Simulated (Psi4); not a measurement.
C$_{7}$H$_{7}$, doublet, geometry from GFN2-xTB; B3LYP/STO-3G run with Psi4.

Here is a job for Psi4.
```
memory 2 GB

molecule mol {
0 2
  C     1.096806   -0.692040    0.742836
  C     1.465115   -0.165421   -0.396948
  C     0.257160    0.706690   -0.823937
  C    -0.865458   -0.272563   -1.118095
  C    -1.193253   -0.856204    0.026576
  C    -0.301880   -0.264599    1.107974
  C    -0.198129    1.181610    0.572021
  H     2.356814   -0.273139   -0.978067
  H     0.471835    1.456968   -1.579832
  H    -1.255890   -0.449343   -2.102072
  H    -1.912258   -1.631328    0.209142
  H    -0.615248   -0.412225    2.136059
  H     0.548604    1.781332    1.090668
  H    -1.156030    1.702899    0.561539
}

set basis sto-3g
set reference uks

energy('b3lyp')
print_variables()
```

Output, abridged:

```
   => Loading Basis Set <=

    Name: STO-3G
    Role: ORBITAL
    Keyword: BASIS

         ---------------------------------------------------------
                                   SCF
               by Justin Turney, Rob Parrish, Andy Simmonett
                          and Daniel G. A. Smith
                              UKS Reference
         ---------------------------------------------------------

  ==> Geometry <==

    Molecular point group: c1
    Full point group: C1

    Geometry (in Angstrom), charge = 0, multiplicity = 2:

       Center              X                  Y                   Z               Mass
    ------------   -----------------  -----------------  -----------------  -----------------
         C            1.079783993827    -0.668338450397     0.735616428906    12.000000000000
         C            1.448092993827    -0.141719450397    -0.404167571094    12.000000000000
         C            0.240137993827     0.730391549603    -0.831156571094    12.000000000000
         C           -0.882480006173    -0.248861450397    -1.125314571094    12.000000000000
         C           -1.210275006173    -0.832502450397     0.019356428906    12.000000000000
         C           -0.318902006173    -0.240897450397     1.100754428906    12.000000000000
         C           -0.215151006173     1.205311549603     0.564801428906    12.000000000000
         H            2.339791993827    -0.249437450397    -0.985286571094     1.007825032230
         H            0.454812993827     1.480669549603    -1.587051571094     1.007825032230
         H           -1.272912006173    -0.425641450397    -2.109291571094     1.007825032230
         H           -1.929280006173    -1.607626450397     0.201922428906     1.007825032230
         H           -0.632270006173    -0.388523450397     2.128839428906     1.007825032230
         H            0.531581993827     1.805033549603     1.083448428906     1.007825032230
         H           -1.173052006173     1.726600549603     0.554319428906     1.007825032230

  Running in c1 symmetry.

  Rotational constants: A =      0.14879  B =      0.12801  C =      0.11338 [cm^-1]
  Rotational constants: A =   4460.47858  B =   3837.78281  C =   3398.98079 [MHz]
  Nuclear repulsion =  280.202549034945719

  Charge       = 0
  Multiplicity = 2
  Electrons    = 49
  Nalpha       = 25
  Nbeta        = 24

  ==> Algorithm <==

  SCF Algorithm Type is DF.
  DIIS enabled.
  MOM disabled.
  Fractional occupation disabled.
[...]
      Ntotal   =   49.0000192112 ; deviation = 1.921e-05

   @Spin Contamination Metric:   1.747262039E-02
   @S^2 Expected:                7.500000000E-01
   @S^2 Observed:                7.674726204E-01
   @S   Expected:                5.000000000E-01
   @S   Observed:                5.000000000E-01

    Orbital Energies [Eh]
    ---------------------

    Alpha Occupied:

[...]
      25A     -0.167995

    Alpha Virtual:

[...]
    Beta Occupied:

[...]
    Beta Virtual:

[...]
    Final Occupation by Irrep:
              A
    DOCC [    24 ]
    SOCC [     1 ]
    NA   [    25 ]
    NB   [    24 ]

  @DF-UKS Final Energy:  -267.49071624207107

   => Energetics <=

    Nuclear Repulsion Energy =            280.2025490349457186
    One-Electron Energy =                -916.3800899729305911
    Two-Electron Energy =                 401.5458107560875192
    DFT Exchange-Correlation Energy =     -32.8589860601736987
    Empirical Dispersion Energy =           0.0000000000000000
    VV10 Nonlocal Energy =                  0.0000000000000000
    Total Energy =                       -267.4907162420710733

  UHF NO Occupations:
  HONO-2 :   23  A 1.9997379
  HONO-1 :   24  A 1.9918509
  HONO-0 :   25  A 1.0000000
  LUNO+0 :   26  A 0.0081491
  LUNO+1 :   27  A 0.0002621
  LUNO+2 :   28  A 0.0001919
  LUNO+3 :   29  A 0.0000960

Computation Completed

Properties will be evaluated at   0.000000,   0.000000,   0.000000 [a0]

Properties computed using the SCF density matrix

 Multipole Moments:

 ------------------------------------------------------------------------------------
     Multipole            Electronic (a.u.)      Nuclear  (a.u.)        Total (a.u.)
 ------------------------------------------------------------------------------------

 L = 1.  Multiply by 2.5417464519 to convert [e a0] to [Debye]
 Dipole X            :          1.4082337           -1.5761928           -0.1679591
 Dipole Y            :         -2.0121506            2.1946862            0.1825357
 Dipole Z            :          0.6154906           -0.6685095           -0.0530189
 Magnitude           :                                                    0.2536543

 ------------------------------------------------------------------------------------

  Variable Map:
  ----------------------------------------------------------------------------
[...]
  Array Variable Map:
  ----------------------------------------------------------------------------
[...]
[...]
```
